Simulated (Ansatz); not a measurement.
Gas-phase reaction R1 + R2 + 2 R3 → 3 P1 + P2, each structure at its B3LYP-D3(BJ)/def2-TZVP stationary point, reached from a drawn start (curvature not checked).
P1: H2 (SMILES [H][H]), charge 0, multiplicity 1.
R1: H2O (SMILES O), charge 0, multiplicity 1.
R2: HF (SMILES F), charge 0, multiplicity 1.
R3, SiH4 (SMILES [SiH4]) (charge 0, multiplicity 1):
```xyz
5

Si     0.0000     0.0000     0.0000
H      0.8547     0.8547     0.8547
H     -0.8547    -0.8547     0.8547
H     -0.8547     0.8547    -0.8547
H      0.8547    -0.8547    -0.8547
```
P2: FH5OSi2 (SMILES F[SiH2]O[SiH3]), charge 0, multiplicity 1.

P less R. No zero-point or thermal terms. One arrangement of each flexible species, with no search for the lowest.

Cores are frozen in the correlated methods.

Codes used: Ansatz (a first-principles code) with Gaussian orbitals. Each number belongs to the level named beside it.

Question: Predict the reaction energy from MP2/cc-pV(D+d)Z.

Answer: -246 kJ/mol

Question: Predict the reaction energy from CCSD(T)/cc-pV(D+d)Z.

Answer: -222 kJ/mol

Question: Estimate the reaction energy that CCSD(T)/cc-pV(Q+d)Z returns for this input.

Answer: -288 kJ/mol
